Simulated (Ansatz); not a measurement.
Stepwise reaction of `N[SiH](Cl)Cl` with water, as a gas-phase model of exchange steps in deposition or etching. ΔE in kJ/mol; ΔG adds harmonic PBE0-D4 terms to CCSD(T)/CBS, at 1 bar.

Calculated with Ansatz (gas phase, PBE0-D4/def2-TZVP geometries, no zero-point term in ΔE). CCSD(T)/CBS adds triple-zeta CCSD(T) − MP2 to the extrapolated MP2 energy (def2 sets, frozen cores). This one scheme is used for every species. DFT in def2-TZVPP. B3LYP here is the variant with VWN-RPA as its local correlation; programs differ in this. Each species was taken in one conformer, which may not be the lowest.

```csv
step,reaction,PBE-D4,B3LYP-D4,ωB97M-V,CCSD(T)/CBS,ΔG(400 K)
2,`N[SiH](O)Cl` + H₂O → `N[SiH](O)O` + HCl,4.4,-2.5,-1.3,-0.4,-2.3
```

Q: Give the row of step 1, `N[SiH](Cl)Cl` + H₂O → `N[SiH](O)Cl` + HCl. (An estimate is asked.)

A: The calculation gave: 
| step | reaction | PBE-D4 | B3LYP-D4 | ωB97M-V | CCSD(T)/CBS | ΔG(400 K) |
| --- | --- | --- | --- | --- | --- | --- |
| 1 | `N[SiH](Cl)Cl` + H₂O → `N[SiH](O)Cl` + HCl | -2.8 | -10.5 | -9.7 | -8.0 | -10.1 |

Q: By hand: ΔE of the 2 steps together at CCSD(T)/CBS.

A: (-8.0) + (-0.4) = -8.4 kJ/mol, or -4.2 kJ/mol a step.

In ΔE each step is higher than the one before. ΔG lies between -10.1 and -2.3 kJ/mol a step. PBE-D4 differs from CCSD(T)/CBS by 4.8 to 5.2 kJ/mol a step. Isolated molecules leave out the surface, adducts and barriers. Largest T1 diagnostic: 0.011.
